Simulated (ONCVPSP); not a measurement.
## Building the ONCV potential for N (Z = 7) (LDA (Perdew-Zunger), scalar-relativistic).

```json
{
  "Element": "nitrogen (N)",
  "Generator": "ONCVPSP 4.0.1",
  "Type": "optimised norm-conserving Vanderbilt (ONCV)",
  "Functional": "LDA (Perdew-Zunger)",
  "Relativity": "scalar-relativistic",
  "Frozen core": "[He]",
  "Valence charge": "5",
  "Reference configuration": "2s2 2p1 (charge +2)",
  "Partial waves": "2s: rc 1.05 bohr, ncon 4, nbas 8, qcut 6.4 1/bohr, 2 projectors, debl 0.5 Ha; 2p: rc 1.75 bohr, ncon 4, nbas 8, qcut 9.8 1/bohr, 2 projectors, debl 2.6 Ha",
  "Local potential": "polynomial inside 0.75 bohr (lpopt 5, dvloc0 0 Ha)",
  "Core correction": "none"
}
```

In the s channel the program set the typed energies aside and used -1.797, 0.250 Ha.

(1) Estimate the cutoffs (Ha) at which the residual kinetic energy of the hardest occupied pseudo-wave falls to 1 and 0.1 mHa per electron.

(2) Does the potential have ghost states?

(3) Which valence shell sets the plane-wave cutoff?

(4) Tests: 2s2 2p3; 2s2 2p2; 2s2 2p0; 2s1 2p4. Which has the largest error in its energy relative to the reference configuration, and how large is it?

Results:

(1) 44 Ha and 147 Ha.

(2) No bound ghost flagged; no localised positive-energy state flagged.

(3) 2s: 44 Ha for 1 mHa per electron, against 27 Ha for 2p.

(4) 2s1 2p4, with +370 meV (all-electron minus pseudo) on -31.50 eV.
